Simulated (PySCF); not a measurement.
# Substituent effects on chemical shifts

Parent skeleton `[Cl:1][SiH:2]1[CH2:3][O:4][CH2:5][CH2:6][O:7]1`; one hydrogen on atom 6 is replaced by X. Hydrogens on one atom are averaged.

How the numbers were obtained: shielding tensors at PBE0/pcSseg-1 (GIAO), geometry: GFN2-xTB, in PySCF 2.14.0 with density-fitted response routines (rapidly exchanging positions averaged, one conformer, no solvent, non-relativistic).

Shifts are taken against calculated references (same method and geometry level): HCl for $^{35}$Cl (σref 949.78); $^{29}$Si (σref 349.16), $^{13}$C (σref 186.93), $^{1}$H (σref 31.72) against TMS; $^{17}$O (σref 336.08) against H2O.

Question: Order these by the shift of O4, most shielded first.
A. X = CH2SiH3
B. X = OCHO
C. X = iPr
D. X = OCH3
E. X = CHCl2
F. X = C2H5

Answer: E (4.1 ppm), D (9.6 ppm), B (12.4 ppm), C (17.0 ppm), F (19.8 ppm), A (25.8 ppm).

Experimental scales use liquid or dissolved standards, which lie at an offset from isolated H2O (liquid H2O: subtract about 36 ppm).
